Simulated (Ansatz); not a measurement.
Reaction (cleavage of the Si–Si bond): `N[SiH](F)[Si](N)(Cl)Cl` + `N[SiH](N)F` → `N[Si@H](F)N[Si@H](N)F` + `N[SiH](Cl)Cl`

Computed with Ansatz on PBE0-D4/def2-TZVP structures; ΔE is electronic, products minus reactants. CCSD(T)/CBS is the MP2 limit (def2-TZVPP, def2-QZVPP) plus CCSD(T) − MP2 in def2-TZVPP, frozen cores. One conformer a species, not always the lowest.

```
                 species  CCSD(T)/CBS(def2) energy (Eh)
`N[SiH](F)[Si](N)(Cl)Cl`                    -1710.17505
            `N[SiH](N)F`                     -501.43075
 `N[Si@H](F)N[Si@H](N)F`                     -946.35608
          `N[SiH](Cl)Cl`                    -1265.28357
```

Work out ΔE.

ΔE = (-946.35608) + (-1265.28357) − (-1710.17505) − (-501.43075) = -0.03385 Eh = -21.2 kcal/mol.

Largest T1 diagnostic among the species: 0.011.

From PBE to PBE0 (25 % exact exchange), in def2-TZVPP and without D4, ΔE moves by −2.3 kcal/mol. In def2-TZVPP, CCSD(T) changes the Hartree–Fock value by +2.5 kcal/mol (the triples alone add +0.4 kcal/mol) and MP2 by +1.5 kcal/mol.
